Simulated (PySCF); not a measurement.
# Correlation energy of C (carbon, neutral)

[He] 2s2 2p2, high-spin 3P determinant. Calculation: PySCF 2.14, in dyall-acv3z (15s9p4d2f, 76 functions); no relativity, point nucleus. Frozen: 1s2; 4 electrons correlated; the 19 highest virtual orbitals of each spin left out.

```
  level  correlation energy (mhartree)
   CCSD                         -89.42
    (T)                          -2.24
CCSD(T)                         -91.66
```

Diagnostics: T1 = 0.0099, D1 = 0.0188, largest double amplitude 0.065.

Q: Is a single reference adequate?

A: Yes: T1 lies below 0.03 and no double amplitude reaches 0.07.
